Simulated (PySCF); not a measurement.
A TDDFT job was run through a driver script with this input:

```
{"job": {"kind": "uv", "xc": "wB97X-D", "basis": "def2-SVPD", "nstates": 8, "ntriplets": 3}, "charge": 0, "multiplicity": 1}
N      3.857268    -2.131932     0.215024
C      2.883823    -1.518692     0.197705
C      1.732835    -0.796721     0.177318
C      0.704844    -0.139345     0.160039
B     -0.576181     0.615414     0.119229
As    -2.340527    -0.271020     0.515589
C     -0.556933     2.107274    -0.134300
N     -0.600452     3.238524    -0.334062
H     -3.051508     0.390142    -0.627254
H     -2.044286    -1.488990    -0.311817
```

Theory: TDDFT wB97X-D/def2-SVPD, vertical, gas phase, core orbitals frozen in the response in PySCF. Job line and output are in the format of a driver script around the code.

Problem. Give the output without the SCF cycles.

Solution. 
```
converged SCF energy = -2523.2287956695

Static polarisability (au): isotropic 112.394, principal 65.578 101.300 170.306

Singlet excitations
state   eV       nm        f      main configurations
  1   3.2167    385.4   0.02080   H->L 0.74, H-1->L 0.20
  2   4.0656    305.0   0.07027   H-1->L 0.62, H->L 0.18
  3   4.5346    273.4   0.05804   H-2->L 0.58, H-3->L 0.11, H->L+1 0.08
  4   5.0307    246.5   0.05130   H-3->L 0.70, H-2->L 0.10
  5   5.4857    226.0   0.02672   H-2->L+1 0.46, H-1->L+1 0.22, H->L+1 0.21
  6   5.8890    210.5   0.01659   H-5->L 0.44, H-8->L 0.17, H-6->L 0.11
  7   6.1171    202.7   0.14400   H-4->L 0.69, H->L+1 0.08
  8   6.2376    198.8   0.38046   H->L+1 0.24, H-4->L 0.18, H-6->L 0.13

Triplet excitations (Tamm-Dancoff, eV): 2.7818 3.3849 3.7122
```

The structure is a single GFN2-xTB conformer in the gas phase; no vibrational or solvent corrections. Relativistic effects, spin–orbit coupling among them, are left out although an element past zinc is present.

H and L stand for HOMO and LUMO.

On one thread, Arm Neoverse N1 (aarch64), shared host with 64 logical CPUs at a one-minute load of 58, this took 72 s of wall time and 0.78 GiB of memory at its peak.

Conformer computed: `[N:1]#[C:2][C:3]#[C:4][B:5]([AsH2:6])[C:7]#[N:8]`: H–As6–B5–C4 -137°, H–As6–B5–C4 -44°.

wB97X-D is run here without its empirical dispersion term; that term would change no orbital, density or response property at a fixed geometry.
